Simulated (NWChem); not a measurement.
System meant: BGeH3Cl2; SMILES Cl[B](Cl)[GeH3]

Here is an NWChem input.

```
start job
memory heap 200 mb stack 900 mb global 1100 mb
geometry units angstroms noautoz
  B     -0.003521     0.574893    -0.011243
  Cl    -1.492815     1.489963     0.007581
  Cl     1.509851     1.451772     0.008426
  Ge    -0.009315    -1.495446    -0.006527
  H      0.268100    -1.985681     1.428897
  H     -1.365593    -2.063292    -0.458848
  H      1.103715    -2.047186    -0.915479
end
basis spherical
  B library def2-svp
  Cl library def2-svp
  Ge library def2-svp
  H library def2-svp
end
dft
  xc pbe0
  iterations 4
  mulliken
end
task dft energy
```

End of the output:

```
    Atom       Charge   Shell Charges
 -----------   ------   -------------------------------------------------------
    1 B    5     5.50   1.97  0.63  0.32  1.37  0.95  0.26
    2 Cl  17    16.78   2.00  1.95  1.02  0.73  5.82  2.25  2.98  0.03
    3 Cl  17    16.78   2.00  1.95  1.02  0.73  5.82  2.25  2.98  0.03
    4 Ge  32    31.81   2.00  2.00  1.93  0.74  0.34  5.99  5.83  1.50  1.28  7.79  2.04  0.38
    5 H    1     1.04   0.60  0.41  0.03
    6 H    1     1.05   0.60  0.41  0.03
    7 H    1     1.04   0.60  0.41  0.03

 center of mass
 --------------
 x =  -0.00103046 y =  -0.06243626 z =  -0.00119529

 moments of inertia (a.u.)
 ------------------
        1198.245601257041           0.000000000000          -0.000000000000
           0.000000000000         585.468319065545          -0.000000000000
          -0.000000000000          -0.000000000000        1761.450901568056

     Multipole analysis of the density
     ---------------------------------

     L   x y z        total         alpha         beta         nuclear
     -   - - -        -----         -----         ----         -------
     0   0 0 0     -0.000000    -37.000000    -37.000000     74.000000

     1   1 0 0     -0.006015     -0.003007     -0.003007     -0.000000
     1   0 1 0     -0.074302     -0.037151     -0.037151     -0.000000
     1   0 0 1     -0.006830     -0.003415     -0.003415      0.000000

     2   2 0 0    -37.393171   -161.175210   -161.175210    284.957249
     2   1 1 0     -0.025866      0.059899      0.059899     -0.145664
     2   1 0 1     -0.001612      0.000041      0.000041     -0.001695
     2   0 2 0    -38.082931   -303.234498   -303.234498    568.386065
     2   0 1 1     -0.025623      0.033696      0.033696     -0.093014
     2   0 0 2    -36.509004    -23.774804    -23.774804     11.040605

 ------------------------------------------------------------------------
 dft energy failed                                                                                  0
 ------------------------------------------------------------------------
 ------------------------------------------------------------------------
  current input line :
    23: task dft energy
 ------------------------------------------------------------------------
 ------------------------------------------------------------------------
 This type of error is most commonly associated with calculations not reaching convergence criteria
 ------------------------------------------------------------------------
 For more information see the NWChem manual at https://nwchemgit.github.io

0:dft energy failed:Received an Error in Communication
```

What is wrong, and how is it mended?

Convergence was not reached. Cause: the SCF was allowed too few iterations. This input runs:
```
start job
memory heap 200 mb stack 900 mb global 1100 mb
geometry units angstroms noautoz
  B     -0.003521     0.574893    -0.011243
  Cl    -1.492815     1.489963     0.007581
  Cl     1.509851     1.451772     0.008426
  Ge    -0.009315    -1.495446    -0.006527
  H      0.268100    -1.985681     1.428897
  H     -1.365593    -2.063292    -0.458848
  H      1.103715    -2.047186    -0.915479
end
basis spherical
  * library def2-svp
end
dft
  xc pbe0
  iterations 150
  mulliken
end
task dft energy
```
It converges to -3022.95563 Ha (PBE0/def2-SVP).
